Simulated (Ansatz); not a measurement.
The same molecule with X = F, Cl, Br, I. Ansatz, PBE0-D4/def2-TZVP geometries, multiplicity 1.

Elements past krypton have def2 core potentials. Scalar relativity is left out up to krypton.

```
 X  molecule  mean X–C bond length / Å  LUMO energy (ωB97M-V/def2-TZVPP) / eV  HOMO energy (B3LYP/def2-TZVPP) / eV  HOMO energy (PBE0/def2-TZVPP) / eV
Cl    `CCCl`                     1.788                                   2.60                                -8.05                               -8.30
Br    `CCBr`                     1.950                                   2.13                                -7.58                               -7.83
 I     `CCI`                     2.149                                   1.23                                -6.97                               -7.21
```

Q: Give the row for X = F, `CCF`. (An estimate is asked.)

A: Computed: 
| X | molecule | mean X–C bond length / Å | LUMO energy (ωB97M-V/def2-TZVPP) / eV | HOMO energy (B3LYP/def2-TZVPP) / eV | HOMO energy (PBE0/def2-TZVPP) / eV |
| --- | --- | --- | --- | --- | --- |
| F | `CCF` | 1.386 | 2.85 | -9.14 | -9.35 |

From F to I the mean X–C bond length rises at each step, by 0.763 Å in all; the LUMO energy (ωB97M-V/def2-TZVPP) falls at each step, by 1.62 eV in all; the HOMO energy (B3LYP/def2-TZVPP) rises at each step, by 2.17 eV in all; the HOMO energy (PBE0/def2-TZVPP) rises at each step, by 2.14 eV in all. Bonds lengthen as the atom grows down the group.

B3LYP here is the variant with VWN-RPA as its local correlation; programs differ in this.

Spin–orbit coupling is left out; it splits and shifts lone-pair levels of the heavy atoms by tenths of an eV.
